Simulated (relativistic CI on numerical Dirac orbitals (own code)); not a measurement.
**Rb IV: computed level list**

Computed by Dirac-Coulomb-Breit CI, orbitals from a KLI potential per configuration, model QED, valence Slater integrals scaled by 0.85, P86 correlation energy added to each configuration (own radial code, finite nucleus).

Configurations in the expansion (outside the closed core [Ar] 3d10): 4s2 4p4, 4s 4p5, 4s2 4p3 4d, 4p6, 4s2 4p3 4f, 4s 4p4 4d, 4s2 4p3 5s, 4s2 4p3 5p, 4s 4p4 4f, 4s2 4p3 5d, 4s2 4p3 6s, 4s2 4p3 6p, 4s2 4p3 5f, 4s2 4p3 6d, 4s2 4p3 7s, 4s2 4p3 5g, 4s2 4p3 7p, 4s2 4p3 6f, 4s 4p4 5s, 4s2 4p2 4d 4f, 4p5 4d, 4s 4p3 4d2, 4s 4p4 5p, 4s 4p4 5d, 4s 4p4 6s, 4s 4p4 6p, 4s2 4p2 4d 5p, 4s 4p3 5p2, 4s2 4p2 4d2, 4s2 4p 4d3, 4s2 4p 4d2 4f, 4s 4p2 4d3, 4s2 4p 4d2 5s, 4s2 4p 4d2 5p, 4s2 4p2 4f2, 4s2 4p 4d 4f2, 4s2 4p 4f3, 4s 4p2 4d 4f2, 4s2 4p 4f2 5s, 4s2 4p 4f2 5p, 4s2 4p2 4d 5s, 4s2 4p 4d 4f 5s, 4s 4p2 4d2 5s, 4s2 4p 4d 5s2, 4s2 4p 4d 5s 5p, 4s2 4p2 5s2, 4s2 4p 4f 5s2, 4s 4p2 4d 5s2, 4s2 4p 5s2 5p. Double excitations out of closed p, d and f shells are left out; levels of such configurations are missing from the list, as are those of other unlisted configurations, and high levels can miss mixing partners. These lack a partner that the ground configuration has and come out too high: 4s 4p4 4f, 4s2 4p3 5d, 4s2 4p3 6s, 4s2 4p3 6p, 4s2 4p3 5f.

The lowest level is 4s2 4p4 3P_2, with 93 % of that term; Hund's rules for 4s2 4p4 give 3P with J = 2, in agreement.

```tsv
No.	Configuration	Term	J	E (cm⁻¹)	%	Landé g
1	4s2 4p4	3P	2	0.0	93	1.476
2	4s2 4p4	3P	1	6135.6	98	1.501
3	4s2 4p4	3P	0	6723.7	91	
4	4s2 4p4	1D	2	17160.0	92	1.025
5	4s2 4p4	1S	0	36347.3	90	
6	4s 4p5	3P°	2	137789.8	78	1.501
7	4s 4p5	3P°	1	142330.2	77	1.494
8	4s 4p5	3P°	0	145229.6	78	
9	4s 4p5	1P°	1	171306.9	48	1.008
10	4p3(4S°) 4d	5D°	0	173329.5	96	
11	4p3(4S°) 4d	5D°	1	173406.5	96	1.493
12	4p3(4S°) 4d	5D°	2	173422.2	95	1.490
13	4p3(4S°) 4d	5D°	3	173448.9	94	1.490
14	4p3(4S°) 4d	5D°	4	173719.0	95	1.493
15	4p3(4S°) 4d	3D°	2	184044.9	78	1.102
16	4p3(4S°) 4d	3D°	3	185569.7	89	1.320
17	4p3(4S°) 4d	3D°	1	186181.4	96	0.510
18	4p3(2D°) 4d	3F°	2	190199.9	82	0.748
19	4p3(2D°) 4d	1S°	0	191304.5	94	
20	4p3(2D°) 4d	3F°	3	191686.8	87	1.094
21	4p3(2D°) 4d	3F°	4	193587.7	89	1.237
22	4p3(2D°) 4d	3G°	3	198827.2	87	0.787
23	4p3(2D°) 4d	3G°	4	199423.9	78	1.085
24	4p3(2D°) 4d	3G°	5	200640.8	98	1.200
25	4p3(2D°) 4d	1G°	4	202843.6	85	1.020
26	4p3(2P°) 4d	1D°	2	206921.1	81	1.010
27	4p3(2P°) 4d	3D°	1	208373.3	95	0.510
28	4p3(4S°) 5s	5S°	2	211003.7	93	1.966
29	4p3(2P°) 4d	3P°	0	211067.7	92	
30	4p3(2P°) 4d	3D°	2	211883.1	87	1.172
31	4p3(2P°) 4d	3P°	1	212111.3	89	1.507
32	4p3(2P°) 4d	3F°	3	214085.3	85	1.079
33	4p3(2P°) 4d	3F°	2	214887.6	87	0.731
34	4p3(2P°) 4d	3F°	4	215060.2	80	1.216
35	4p3(2D°) 4d	3D°	3	215683.7	81	1.287
36	4p3(2P°) 4d	3P°	2	217571.9	85	1.439
37	4p3(4S°) 5s	3S°	1	218202.9	89	1.950
38	4p3(2P°) 4d	1F°	3	226570.5	82	1.035
39	4p3(2D°) 4d	3S°	1	227550.5	76	1.878
40	4p3(2D°) 4d	3P°	2	228200.2	63	1.453
41	4p3(2P°) 4d	3D°	3	229248.3	82	1.311
42	4p3(2D°) 4d	3P°	1	231773.4	28	1.228
43	4p3(2D°) 5s	3D°	1	232968.7	60	0.859
44	4p3(2D°) 5s	3D°	2	232982.9	67	1.221
45	4p3(2P°) 4d	3D°	2	234040.4	65	1.174
46	4p3(2D°) 4d	3P°	0	234915.8	71	
47	4p3(2D°) 5s	3D°	3	235191.6	92	1.332
48	4p3(2P°) 4d	3D°	1	235644.9	59	0.712
49	4p3(2D°) 4d	1P°	1	237682.2	30	0.921
50	4p3(2D°) 5s	1D°	2	237950.8	81	1.041
51	4p3(2D°) 4d	1D°	2	242478.4	83	1.018
52	4p3(2D°) 4d	1F°	3	245790.3	86	1.017
53	4p3(2P°) 5s	3P°	0	247322.1	91	
54	4p3(2P°) 5s	3P°	1	247955.8	80	1.425
55	4p3(4S°) 5p	5P	1	250068.8	93	2.445
56	4p3(4S°) 5p	5P	2	250397.5	88	1.793
57	4p3(2P°) 5s	3P°	2	251046.2	78	1.440
58	4p3(4S°) 5p	5P	3	251574.6	95	1.656
59	4p3(2P°) 5s	1P°	1	253388.5	68	1.013
60	4p3(4S°) 5p	3P	1	255413.1	88	1.495
61	4p3(4S°) 5p	3P	2	256270.5	88	1.511
62	4p3(4S°) 5p	3P	0	256516.7	98	
63	4p3(2P°) 4d	1P°	1	258430.9	74	0.995
64	4p3(2D°) 5p	1P	1	267092.4	46	0.844
65	4p3(2D°) 5p	3D	2	269753.8	56	0.999
66	4p3(2D°) 5p	3F	3	271458.0	60	1.175
67	4p3(2D°) 5p	3F	2	271523.9	49	0.926
68	4p3(2D°) 5p	3D	1	271919.4	50	0.776
69	4p3(2D°) 5p	3D	3	273228.8	53	1.185
70	4p3(2D°) 5p	1F	3	274049.7	49	1.104
```

Energies count from the lowest computed level; ° marks odd parity. Percentages are summed over parent terms; the parents shown are those of the largest component, closed shells are left out there.

The mean weight of the leading LS term, summed over parents, in these 70 levels is 79 %, and that of the leading jj configuration (from the same eigenvectors) 53 %, so LS coupling describes them better.

For a near-neutral ion this model can misplace configurations by up to about 10,000 cm⁻¹ (more where the count of f electrons changes) and terms by 10 to 25 % of their spread. Rates follow the energies as ν³ (E1, M1) or ν⁵ (E2), so they and the lifetimes can be off by large factors. The fine structure of a lone outer electron comes out too small, for d and f at times inverted, and misplaced configurations move strength between like terms. 60 of the 69 excited levels that our extract of the measured tables holds in this range could be paired (the sources list more); they are missed by 3680 cm⁻¹ on average and 10018 at most, and levels without a partner can miss by more.

Landé's interval rule says that E(J) − E(J−1) = AJ with one A. For the ground term the intervals give A = -588.0, -3067.8 cm⁻¹ for J = 1, 2; the multiplet is inverted.
